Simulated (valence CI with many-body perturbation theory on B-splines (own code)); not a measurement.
## E1 transitions of Cs4+

Level of theory: configuration interaction combined with many-body perturbation theory (CI+MBPT): five valence electrons over a frozen Dirac-Fock core [Kr] 4d10, a basis of 11 s, 11 p, 10 d, 8 f, 5 g, 2 h functions for each j, with the one-electron correlation potential Σ1 (screened to all orders), the two-electron term Σ2, the three-electron term Σ3, Breit, model QED; selected single and double excitations, second order for the rest, scaled by the run's own slope (own B-spline code, finite nucleus).

Set against measurement, 41 paired levels are off by 280 cm⁻¹ on average, the worst by 650. These come from a selection out of Sansonetti, J. Phys. Chem. Ref. Data 38, 761 (2009). Levels without a partner in it may be off by more, other configurations by several thousand cm⁻¹. Among the levels kept, up to 2600 cm⁻¹ of a level comes from second order outside the variational space, and about a tenth of that is noise between levels of different J, which matters for small intervals. 3 measured levels below the end of the list, from 170737 cm⁻¹ on, found no clear computed partner, and computed levels of the same name lie up to 16699 cm⁻¹ from them.

Lines 151 to 200 of 599 in falling wavelength, among levels below 313110 cm⁻¹, chosen from the strongest by gf and those to the six lowest levels. Wavelengths and rates use the calculated energies, so an error of 300 cm⁻¹ moves a line at 167.1 nm by 0.5 % and its rate by three times that or more. Electric multipoles are in the length gauge, E1 and E2 with the static RPA response of the core. Weak lines are less certain than strong ones. Lines between different terms over intervals too small for the method are left out, as are lines whose strength nearly cancels. Where a level lies close to another of its J and parity, the split of strength between their lines is uncertain. The highest levels of a list are the least certain.

Names give the largest LS component (configuration and term), which can be under half, so a name can repeat, a term be missing and a line seem to break the LS rules; names also repeat where a configuration has a term twice. Letters in brackets count levels of one name in rising energy.

| λ vac (nm) | Upper | Lower | A (s⁻¹) | log gf | Branch % |
| --- | --- | --- | --- | --- | --- |
| 167.1 | 4f5s5p³ ⁴P_3/2 | 5s²5p²6p ²S°_1/2 | 1.39e+08 | -0.63 | 15.7 |
| 166.6 | 5s²5p²6p ²P°_3/2 [c] | 5s²5p²5d ²D_5/2 [c] | 2.05e+08 | -0.47 | 10.6 |
| 166.5 | 5s²5p²6d ²F_5/2 | 5s²5p²6p ⁴D°_3/2 [b] | 8.11e+08 | 0.31 | 42.6 |
| 165.9 | 5s²5p²6p ²F°_5/2 | 5s²5p²5d ²P_3/2 [b] | 6.79e+07 | -0.77 | 3.5 |
| 164.8 | 4f5s²5p² ²F°_7/2 [a] | 5s5p⁴ ²D_5/2 | 2.82e+07 | -1.04 | 73.1 |
| 164.6 | 5s²5p²6d ⁴D_1/2 | 5s²5p²6p ⁴D°_3/2 [b] | 9.06e+07 | -1.13 | 5.4 |
| 163.6 | 5s²5p²6p ²P°_1/2 [b] | 5s²5p²6s ²P_1/2 | 9.19e+07 | -1.13 | 4.3 |
| 163.1 | 4f5s5p³ ²D_3/2 | 5s²5p²6p ⁴D°_3/2 [b] | 1.07e+08 | -0.77 | 12.1 |
| 163.0 | 4f5s5p³ ⁴P_1/2 | 5s²5p²6p ²S°_1/2 | 1.40e+08 | -0.95 | 16.4 |
| 162.7 | 5s²5p²6p ²P°_3/2 [a] | 5s²5p²5d ²D_5/2 [a] | 4.56e+08 | -0.14 | 24.2 |
| 161.7 | 5s²5p²6p ⁴D°_3/2 [b] | 5s²5p²5d ⁴P_5/2 | 5.89e+07 | -1.03 | 3.2 |
| 161.1 | 4f5s²5p² ⁴G°_7/2 | 5s5p⁴ ⁴P_5/2 | 1.90e+07 | -1.23 | 84.2 |
| 160.6 | 5s²5p²7s ⁴P_1/2 | 5s²5p²6p ⁴D°_3/2 [a] | 1.11e+09 | -0.07 | 21.4 |
| 160.6 | 4f5s5p³ ⁴P_5/2 [a] | 5s²5p²6p ⁴D°_3/2 [a] | 1.12e+08 | -0.59 | 10.4 |
| 160.3 | 5s²5p²6d ²P_3/2 | 5s²5p²6p ²S°_1/2 | 7.52e+08 | 0.06 | 35.0 |
| 160.3 | 5s²5p²6p ²P°_3/2 [c] | 5s²5p²6s ²D_3/2 [a] | 5.52e+07 | -1.07 | 2.9 |
| 160.2 | 5s²5p²6d ⁴D_3/2 | 5s²5p²6p ⁴D°_3/2 [b] | 1.30e+08 | -0.70 | 5.7 |
| 158.5 | 5s²5p²6p ²D°_5/2 [c] | 5s²5p²5d ²D_5/2 [b] | 9.17e+07 | -0.68 | 4.8 |
| 158.4 | 5s²5p²6p ²D°_5/2 [b] | 5s²5p²5d ²D_5/2 [a] | 3.67e+07 | -1.08 | 1.8 |
| 157.9 | 5s²5p²6p ²D°_5/2 [c] | 5s²5p²5d ²F_7/2 [b] | 3.06e+08 | -0.16 | 16.1 |
| 157.6 | 5s²5p²6p ²P°_1/2 [b] | 5s²5p²5d ²P_3/2 [b] | 1.30e+08 | -1.01 | 6.1 |
| 157.3 | 5s²5p²6p ²F°_5/2 | 5s²5p²5d ²D_5/2 [b] | 3.59e+07 | -1.10 | 1.8 |
| 157.2 | 4f5s5p³ ⁴P_5/2 [b] | 5s²5p²6p ⁴D°_3/2 [a] | 4.15e+07 | -1.04 | 3.5 |
| 156.7 | 5s²5p²6p ²F°_5/2 | 5s²5p²5d ²F_7/2 [b] | 1.19e+08 | -0.58 | 6.1 |
| 156.2 | 4f5s5p³ ⁴F_3/2 [b] | 5s²5p²6p ⁴D°_1/2 | 3.43e+08 | -0.30 | 36.4 |
| 156.2 | 5s²5p²6d ⁴D_1/2 | 5s²5p²6p ²S°_1/2 | 7.01e+08 | -0.29 | 42.1 |
| 156.0 | 5s²5p²6p ²D°_5/2 [a] | 5s²5p²5d ⁴P_3/2 | 3.74e+07 | -1.09 | 1.9 |
| 155.8 | 5s²5p²6p ²P°_3/2 [c] | 5s²5p²5d ²S_1/2 | 8.30e+07 | -0.92 | 4.3 |
| 153.2 | 5s²5p²6p ²F°_7/2 | 5s²5p²5d ²F_7/2 [b] | 6.23e+07 | -0.76 | 2.9 |
| 151.9 | 5s²5p²6p ²P°_3/2 [a] | 5s²5p²5d ²D_3/2 [a] | 1.26e+08 | -0.76 | 6.7 |
| 151.4 | 5s²5p²6p ²P°_3/2 [b] | 5s²5p²5d ²F_5/2 [b] | 2.74e+08 | -0.42 | 14.5 |
| 150.3 | 5s²5p²6p ²P°_3/2 [b] | 5s²5p²5d ²D_3/2 [b] | 3.15e+08 | -0.37 | 16.7 |
| 150.3 | 5s²5p²6p ²D°_5/2 [a] | 5s²5p²5d ⁴P_5/2 | 1.22e+08 | -0.61 | 6.3 |
| 150.1 | 5s²5p²6p ⁴P°_1/2 | 5s5p⁴ ²P_3/2 | 1.34e+08 | -1.04 | 6.2 |
| 149.6 | 5s²5p²6p ⁴S°_3/2 | 5s²5p²5d ⁴P_5/2 | 1.73e+08 | -0.64 | 8.6 |
| 149.1 | 5s²5p²6p ⁴P°_3/2 | 5s²5p²5d ⁴P_1/2 | 1.28e+08 | -0.77 | 7.6 |
| 148.9 | 5s²5p²6p ²D°_5/2 [c] | 5s²5p²5d ²F_5/2 [b] | 2.02e+08 | -0.40 | 10.6 |
| 148.6 | 5s²5p²6p ²P°_1/2 [c] | 5s²5p²5d ²D_3/2 [c] | 8.12e+08 | -0.27 | 43.6 |
| 148.0 | 4f5s5p³ ²P_3/2 | 5s²5p²6p ⁴D°_1/2 | 5.78e+07 | -1.12 | 7.5 |
| 147.9 | 5s²5p²6p ²D°_5/2 [c] | 5s²5p²5d ²D_3/2 [b] | 4.73e+07 | -1.03 | 2.5 |
| 146.5 | 5s²5p²6p ⁴P°_3/2 | 5s²5p²5d ⁴P_3/2 | 1.44e+08 | -0.73 | 8.5 |
| 145.1 | 4f5s²5p² ²G°_7/2 [a] | 5s5p⁴ ⁴P_5/2 | 8.46e+06 | -1.67 | 69.5 |
| 144.8 | 5s²5p²7s ⁴P_1/2 | 5s²5p²6p ⁴D°_1/2 | 6.29e+08 | -0.40 | 12.1 |
| 143.8 | 5p⁵ ²P°_3/2 | 5s²5p²5d ⁴P_3/2 | 1.18e+08 | -0.83 | 7.2 |
| 142.4 | 5s²5p²6p ²P°_3/2 [d] | 5s²5p²5d ²D_5/2 [c] | 3.57e+08 | -0.36 | 16.9 |
| 142.2 | 5s²5p²6p ²P°_1/2 [a] | 5s²5p²5d ²D_3/2 [a] | 3.63e+08 | -0.66 | 24.0 |
| 142.0 | 5s²5p²6p ²P°_3/2 [d] | 5s²5p²5d ²D_3/2 [c] | 6.12e+07 | -1.13 | 2.9 |
| 141.9 | 5s²5p²6p ⁴D°_7/2 | 5s²5p²5d ⁴P_5/2 | 3.56e+07 | -1.07 | 1.6 |
| 141.5 | 5s²5p²6p ⁴P°_3/2 | 5s²5p²5d ⁴P_5/2 | 8.25e+07 | -1.00 | 4.9 |
| 139.8 | 4f5s²5p² ⁴D°_7/2 | 5s5p⁴ ⁴P_5/2 | 4.43e+07 | -0.98 | 95.1 |

(1) How does gf follow from A for the line at 145.1 nm?

## Answers

(1) gf = 1.4992 × (2J+1)_upper × A / σ², with σ = 68908 cm⁻¹ and 2J+1 = 8: gf = 0.0214.
